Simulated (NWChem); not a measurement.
Program: NWChem. System: AlBr$_{3}$, charge 0, spin multiplicity 1, at a geometry optimised with B3LYP/def2-SVP. The structure started from a generated list of species. Level: CAM-B3LYP/def2-TZVP.

Input file:

```
start mol
memory heap 200 mb stack 900 mb global 1100 mb
geometry units angstroms nocenter noautoz
  Al     0.000000     0.000000    -0.000001
  Br     0.000000     0.000000     2.245251
  Br    -1.944449     0.000000    -1.122625
  Br     1.944449     0.000000    -1.122625
  symmetry group C2v
end
basis spherical
  * library def2-tzvp
end
dft
  xc xcamb88 1.00 lyp 0.81 vwn_5 0.19 hfexch 1.00
  cam 0.33 cam_alpha 0.19 cam_beta 0.46
  direct
  iterations 100
end
task dft energy
```

Part of the output:

```
             Northwest Computational Chemistry Package (NWChem) 7.3.0
             --------------------------------------------------------

                                NWChem Input Module
                                -------------------

 Scaling coordinates for geometry "geometry" by  1.889725989
 (inverse scale =  0.529177249)

 Turning off AUTOSYM since
 SYMMETRY directive was detected!

                             Geometry "geometry" -> ""
                             -------------------------

 Output coordinates in angstroms (scale by  1.889725989 to convert to a.u.)

  No.       Tag          Charge          X              Y              Z
 ---- ---------------- ---------- -------------- -------------- --------------
    1 Al                  13.0000     0.00000000     0.00000000    -0.00000100
    2 Br                  35.0000     0.00000000     0.00000000     2.24525100
    3 Br                  35.0000    -1.94444900     0.00000000    -1.12262500
    4 Br                  35.0000     1.94444900     0.00000000    -1.12262500

 Effective nuclear repulsion energy (a.u.)     821.7848276161

            Nuclear Dipole moment (a.u.)
            ----------------------------
        X                 Y               Z
 ---------------- ---------------- ----------------
     0.0000000000     0.0000000000     0.0000415740

      Symmetry information
      --------------------

 Group name             C2v
 Group number             16
 Group order               4
 No. of unique centers     3

      Symmetry unique atoms

     1    2    3


 Summary of "ao basis" -> "" (spherical)
 ------------------------------------------------------------------------------
       Tag                 Description            Shells   Functions and Types
 ---------------- ------------------------------  ------  ---------------------
 *                         def2-tzvp                  on all atoms

                                 NWChem DFT Module
                                 -----------------

 Summary of "ao basis" -> "ao basis" (spherical)
 ------------------------------------------------------------------------------
       Tag                 Description            Shells   Functions and Types
 ---------------- ------------------------------  ------  ---------------------
 Al                        def2-tzvp                13       37   5s5p2d1f
 Br                        def2-tzvp                16       48   6s5p4d1f

 Summary of "ao basis" -> "ao basis" (spherical)
 ------------------------------------------------------------------------------
       Tag                 Description            Shells   Functions and Types
 ---------------- ------------------------------  ------  ---------------------
 Al                        def2-tzvp                13       37   5s5p2d1f
 Br                        def2-tzvp                16       48   6s5p4d1f

      Symmetry analysis of basis
      --------------------------

        a1         69
        a2         24
        b1         52
        b2         36

  int_init: cando_txs set to always be  F

            General Information
            -------------------
          SCF calculation type: DFT
          Wavefunction type:  closed shell.
          No. of atoms     :     4
          No. of electrons :   118
           Alpha electrons :    59
            Beta electrons :    59
          Charge           :     0
          Spin multiplicity:     1
          Use of symmetry is: on ; symmetry adaption is: on
          Maximum number of iterations: 100
          This is a Direct SCF calculation.
          AO basis - number of functions:   181
                     number of shells:    61
          Convergence on energy requested:  1.00D-06
          Convergence on density requested:  1.00D-05
          Convergence on gradient requested:  5.00D-04

              XC Information
              --------------
                     Hartree-Fock (Exact) Exchange  1.000
                   CAM-Becke88 Exchange Functional  1.000
                      VWN V Correlation Functional  0.190 local
              Lee-Yang-Parr Correlation Functional  0.810

           Range-Separation Parameters
           ---------------------------
           Alpha           :  0.19
           Beta            :  0.46
           Gamma           :  0.33
           Short-Range HF  :     F

             Grid Information
             ----------------
          Grid used for XC integration:  medium
          Radial quadrature: Mura-Knowles
          Angular quadrature: Lebedev.
          Tag              B.-S. Rad. Rad. Pts. Rad. Cut. Ang. Pts.
          ---              ---------- --------- --------- ---------
          Al                  1.25       88           9.0       590
          Br                  1.15      112          11.0       590
          Grid pruning is: on
          Number of quadrature shells:   312
          Spatial weights used:  Erf1

          Convergence Information
          -----------------------
          Convergence aids based upon iterative change in
          total energy or number of iterations.
          Levelshifting, if invoked, occurs when the
          HOMO/LUMO gap drops below (HL_TOL):  1.00D-02
          DIIS, if invoked, will attempt to extrapolate
          using up to (NFOCK): 10 stored Fock matrices.

                    Damping( 0%)  Levelshifting(0.5)       DIIS
                  --------------- ------------------- ---------------
          dE  on:    start            ASAP                start
          dE off:    2 iters        100 iters           100 iters

      Screening Tolerance Information
      -------------------------------
          Density screening/tol_rho:  1.00D-10
          AO Gaussian exp screening on grid/accAOfunc:  14
          CD Gaussian exp screening on grid/accCDfunc:  20
          XC Gaussian exp screening on grid/accXCfunc:  20
          Schwarz screening/accCoul:  1.00D-08

      Superposition of Atomic Density Guess
      -------------------------------------

 Sum of atomic energies:       -7959.07182409

      Non-variational initial energy
      ------------------------------

 Total energy =   -7959.797586
 1-e energy   =  -12724.223974
 2-e energy   =    3942.641561
 HOMO         =      -0.394821
 LUMO         =      -0.027387

      Symmetry analysis of molecular orbitals - initial
      -------------------------------------------------

  Numbering of irreducible representations:

     1 a1          2 a2          3 b1          4 b2

  Orbital symmetries:

     1 a1          2 a1          3 b1          4 a1          5 a1
     6 b1          7 a1          8 b1          9 a1         10 b1
    11 b1         12 a1         13 b2         14 b2         15 a2
    16 a1         17 a1         18 a1         19 b1         20 a1
    21 a1         22 b1         23 b2         24 b1         25 a1
    26 b2         27 a2         28 b1         29 a1         30 a1
    31 b1         32 a1         33 b2         34 b1         35 a1
    36 b2         37 a2         38 b1         39 a1         40 a2
    41 b2         42 a1         43 b1         44 a2         45 b1
    46 a1         47 b2         48 a1         49 b1         50 a1
    51 a1         52 b1         53 a1         54 b2         55 b1
    56 a1         57 b2         58 a2         59 b1         60 a1
    61 b2         62 a1         63 b1         64 a1         65 a1
    66 b1         67 a1         68 a2         69 b2

   convergence    iter        energy       DeltaE   RMS-Dens  Diis-err    time
 ---------------- ----- ----------------- --------- --------- ---------  ------
 d= 0,ls=0.0,diis     1  -7965.4186005622 -8.79D+03  4.62D-03  1.75D+00    12.8
 d= 0,ls=0.0,diis     2  -7965.4498236707 -3.12D-02  2.95D-03  4.69D-01    23.7
 d= 0,ls=0.0,diis     3  -7965.4844211672 -3.46D-02  9.13D-04  8.91D-02    35.7
 d= 0,ls=0.0,diis     4  -7965.4940686046 -9.65D-03  8.29D-05  3.00D-04    47.8
 d= 0,ls=0.0,diis     5  -7965.4941077524 -3.91D-05  1.48D-05  4.96D-06    60.0
  Resetting Diis
 d= 0,ls=0.0,diis     6  -7965.4941088167 -1.06D-06  4.25D-06  4.16D-07    72.1
 d= 0,ls=0.0,diis     7  -7965.4941088838 -6.71D-08  9.20D-07  2.61D-08    84.3

         Total DFT energy =    -7965.494108883788
      One electron energy =   -12724.629168564308
           Coulomb energy =     4230.457978554758
    Exchange-Corr. energy =     -293.107746490373
 Nuclear repulsion energy =      821.784827616135

 Numeric. integr. density =      117.999999875983

     Total iterative time =     82.0s

                  Occupations of the irreducible representations
                  ----------------------------------------------

                     irrep           alpha         beta
                     --------     --------     --------
                     a1               25.0         25.0
                     a2                6.0          6.0
                     b1               18.0         18.0
                     b2               10.0         10.0

                       DFT Final Molecular Orbital Analysis
                       ------------------------------------

 Vector   57  Occ=2.000000D+00  E=-3.818713D-01  Symmetry=a2
              MO Center=  1.9D-09,  1.2D-13, -1.1D+00, r^2= 5.1D+00
   Bfn.  Coefficient  Atom+Function         Bfn.  Coefficient  Atom+Function
  ----- ------------  ---------------      ----- ------------  ---------------
   102      0.358866  3 Br py               150     -0.358866  4 Br py
    96     -0.254152  3 Br py               144      0.254152  4 Br py
    99      0.233835  3 Br py               147     -0.233835  4 Br py
   105      0.215447  3 Br py               153     -0.215447  4 Br py
    93      0.077461  3 Br py               141     -0.077461  4 Br py

 Vector   58  Occ=2.000000D+00  E=-3.818712D-01  Symmetry=b2
              MO Center= -1.9D-09, -1.7D-15,  1.1D+00, r^2= 5.1D+00
   Bfn.  Coefficient  Atom+Function         Bfn.  Coefficient  Atom+Function
  ----- ------------  ---------------      ----- ------------  ---------------
    54      0.414383  2 Br py                48     -0.293469  2 Br py
    51      0.270009  2 Br py                57      0.248777  2 Br py
   102     -0.207192  3 Br py               150     -0.207192  4 Br py
    96      0.146735  3 Br py               144      0.146735  4 Br py
    99     -0.135005  3 Br py               147     -0.135005  4 Br py

 Vector   59  Occ=2.000000D+00  E=-3.653348D-01  Symmetry=b1
              MO Center=  2.3D-15, -1.7D-17,  2.4D-05, r^2= 6.5D+00
   Bfn.  Coefficient  Atom+Function         Bfn.  Coefficient  Atom+Function
  ----- ------------  ---------------      ----- ------------  ---------------
    53      0.301478  2 Br px               103      0.261084  3 Br pz
   151     -0.261084  4 Br pz                47     -0.215408  2 Br px
    50      0.200417  2 Br px                56      0.188467  2 Br px
    97     -0.186546  3 Br pz               145      0.186546  4 Br pz
   100      0.173564  3 Br pz               148     -0.173564  4 Br pz

 Vector   60  Occ=0.000000D+00  E=-2.665969D-02  Symmetry=a1
              MO Center=  2.1D-14,  9.1D-15, -6.3D-06, r^2= 5.6D+00
   Bfn.  Coefficient  Atom+Function         Bfn.  Coefficient  Atom+Function
  ----- ------------  ---------------      ----- ------------  ---------------
     5      1.091640  1 Al s                  4      0.535227  1 Al s
    58      0.322967  2 Br pz                43     -0.298683  2 Br s
    91     -0.298685  3 Br s                139     -0.298685  4 Br s
   104     -0.279700  3 Br px               152      0.279700  4 Br px
     3     -0.265047  1 Al s                 55      0.174280  2 Br pz

 Vector   61  Occ=0.000000D+00  E=-2.005278D-02  Symmetry=b2
              MO Center=  3.3D-14, -1.2D-14, -1.8D-06, r^2= 4.6D+00
   Bfn.  Coefficient  Atom+Function         Bfn.  Coefficient  Atom+Function
  ----- ------------  ---------------      ----- ------------  ---------------
    19      0.745455  1 Al py                16      0.488314  1 Al py
    57     -0.249508  2 Br py               105     -0.249507  3 Br py
   153     -0.249507  4 Br py                54     -0.123661  2 Br py
   102     -0.123661  3 Br py               150     -0.123661  4 Br py
     7     -0.111888  1 Al py                51     -0.107210  2 Br py

 Vector   62  Occ=0.000000D+00  E= 8.106301D-02  Symmetry=b1
              MO Center= -3.7D-14, -6.5D-16,  4.7D-02, r^2= 7.6D+00
   Bfn.  Coefficient  Atom+Function         Bfn.  Coefficient  Atom+Function
  ----- ------------  ---------------      ----- ------------  ---------------
    18      1.401716  1 Al px                91      0.639814  3 Br s
   139     -0.639814  4 Br s                 56     -0.381750  2 Br px
   106      0.354137  3 Br pz               154     -0.354137  4 Br pz
    15      0.333644  1 Al px               104      0.231639  3 Br px
   152      0.231639  4 Br px                53     -0.118164  2 Br px

 center of mass
 --------------
 x =   0.00000000 y =   0.00000000 z =   0.00000038

 moments of inertia (a.u.)
 ------------------
        2158.017956380733           0.000000000000           0.000000000000
           0.000000000000        4316.046755454237           0.000000000000
           0.000000000000           0.000000000000        2158.028799073503

     Multipole analysis of the density
     ---------------------------------

     L   x y z        total         alpha         beta         nuclear
     -   - - -        -----         -----         ----         -------
     0   0 0 0     -0.000000    -59.000000    -59.000000    118.000000

     1   1 0 0     -0.000000     -0.000000     -0.000000      0.000000
     1   0 1 0      0.000000      0.000000      0.000000      0.000000
     1   0 0 1     -0.000003     -0.000022     -0.000022      0.000042

     2   2 0 0    -51.936485   -498.530279   -498.530279    945.124073
     2   1 1 0     -0.000000     -0.000000     -0.000000      0.000000
     2   1 0 1     -0.000000     -0.000000     -0.000000      0.000000
     2   0 2 0    -48.220138    -24.110069    -24.110069      0.000000
     2   0 1 1      0.000000      0.000000      0.000000      0.000000
     2   0 0 2    -51.936488   -498.527906   -498.527906    945.119324

 Task  times  cpu:       84.3s     wall:       84.3s

 Total times  cpu:       84.3s     wall:       84.3s
```
